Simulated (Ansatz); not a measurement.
BeH3N (SMILES [BeH][NH2]) moved off its minimum; all values from Ansatz (an electronic-structure program), cores frozen in correlated methods.
(charge 0, multiplicity 1)
```xyz
5

Be    -0.5346    -0.1044    -0.8357
H     -1.3840    -0.2629    -1.9255
N      0.4518     0.0221     0.3796
H      1.0094    -0.6395     0.6577
H      0.2220     0.8479     0.9522
```

```tsv
level	largest force (eV/Å)	on atom	rms difference from CCSD(T)/aug-cc-pVTZ (eV/Å)	dipole (D)
HF/def2-TZVPP	8.57	N3	0.269	1.14
PBE/def2-TZVPP	8.60	N3	0.115	1.42
r2SCAN/def2-TZVPP	8.56	N3	0.069	1.37
B3LYP/def2-TZVPP	8.56	N3	0.064	1.33
wB97M-V/def2-TZVPP	8.55	N3	0.061	1.31
MP2/aug-cc-pVTZ	8.49	N3	0.050	1.14
CCSD(T)/aug-cc-pVTZ	8.52	N3	0.000	1.13
```

The differences count from one level among others, with limits of its own. Forces at CCSD(T)/aug-cc-pVTZ (eV/Å):

| atom | Fx | Fy | Fz |
|---|---|---|---|
| Be1 | 0.463 | -0.235 | 0.274 |
| H2 | 0.434 | 0.158 | 0.595 |
| N3 | -5.744 | 5.155 | -3.602 |
| H4 | 3.920 | -3.959 | 2.604 |
| H5 | 0.928 | -1.119 | 0.128 |
